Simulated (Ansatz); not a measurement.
Consider the formal exchange of groups at a C–N bond: `C=NCO` + `FC(F)C(F)F` → `OCC(F)(F)C(F)F` + `C=N`.

Calculated with Ansatz (gas phase, PBE0-D4/def2-TZVP geometries, no zero-point term in ΔE). CCSD(T)/CBS is the MP2 limit (def2-TZVPP, def2-QZVPP) plus CCSD(T) − MP2 in def2-TZVPP, frozen cores. This one scheme is used for every species. Functionals use def2-TZVPP. One conformer a species, not always the lowest.

```csv
level,ΔE (kJ/mol)
PBE0-D4,-20.8
SCS-MP2/def2-TZVPP,-21.9
```

What does CCSD(T)/CBS give? (Best estimate.)

Ansatz gave: -26.5 kJ/mol. The listed levels differ from it by 5.7, 4.6 kJ/mol.

Largest T1 diagnostic among the species: 0.012.

The D4 term adds −4.2 kJ/mol with B3LYP and −2.5 kJ/mol with PBE0; it sums over pairs of atoms, weighted by their polarisabilities, and B3LYP, whose exchange is more repulsive, gets the larger term. In def2-TZVPP, CCSD(T) changes the Hartree–Fock value by −7.5 kJ/mol (the triples alone add −0.4 kJ/mol) and MP2 by −4.7 kJ/mol.

B3LYP here is the variant with VWN-RPA as its local correlation; programs differ in this.
